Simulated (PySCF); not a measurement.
# Electron correlation in In (indium, neutral)

[Kr] 4d10 5s2 5p1, 2P determinant. Calculation: PySCF 2.14, in aug-cc-pV5Z-PP with ECP28MDF; a scalar-relativistic core potential. Frozen: 4s2 4p6 4d10; 3 electrons correlated.

MP2 pair energies summed by pair of shells (mhartree):

| pair | energy | share (%) |
| --- | --- | --- |
| 5s-5s | -19.00 | 57.7 |
| 5s-5p | -13.91 | 42.3 |

Total MP2 correlation energy: -32.91 mhartree.

Same-spin part -2.37 and opposite-spin part -30.54 mhartree; SCS-MP2 scales them by 1/3 and 6/5 to -37.44 mhartree.
